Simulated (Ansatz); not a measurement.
Name a neutral molecule of Br, C, F, O and H with size of the dipole moment (PBE/def2-TZVPP) between 1.05 and 1.35 D and HOMO–LUMO gap (PBE0/def2-TZVPP) between 7.65 and 7.95 eV (Ansatz, PBE0-D4/def2-TZVP geometry).

`CC(O)(F)Br` (1.23 D, 7.80 eV). Other molecules can fit too; these were computed, each in one conformer that needn't be the lowest.
